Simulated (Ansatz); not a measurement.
Compare A (`OCB1[SiH2][SiH2]1`) with its isomer B (`C[Si]1([SiH3])BO1`).

Calculated with Ansatz (gas phase, PBE0-D4/def2-TZVP geometries, no zero-point term in ΔE). CCSD(T)/CBS is the MP2 limit (def2-TZVPP, def2-QZVPP) plus CCSD(T) − MP2 in def2-TZVPP, frozen cores. DFT in def2-TZVPP. B3LYP here is the variant with VWN-RPA as its local correlation; programs differ in this. Each species was taken in one conformer, which may not be the lowest.

(1) Which isomer does CCSD(T)/CBS put lower? Give the gap. (Best estimate.)

(2) Give E(B) − E(A) in kcal/mol with MP2/def2-TZVPP, PBE0-D4, CCSD/def2-TZVPP, B2PLYP, B3LYP, B3LYP-D4, PBE-D4. (An estimate is asked.)

Largest T1 diagnostic: 0.016.

## Answers

(1) Ansatz gave: B, by 72.0 kcal/mol.

(2) Computed: MP2/def2-TZVPP -73.6, PBE0-D4 -68.2, CCSD/def2-TZVPP -73.3, B2PLYP -73.7, B3LYP -72.7, B3LYP-D4 -72.4, PBE-D4 -66.0. None reverses the order clearly.

In def2-TZVPP, CCSD(T) changes the Hartree–Fock value by +8.5 kcal/mol (the triples alone add +1.5 kcal/mol) and MP2 by +6.6 kcal/mol. From PBE to PBE0 (25 % exact exchange), in def2-TZVPP and without D4, E(B) − E(A) moves by −2.1 kcal/mol.
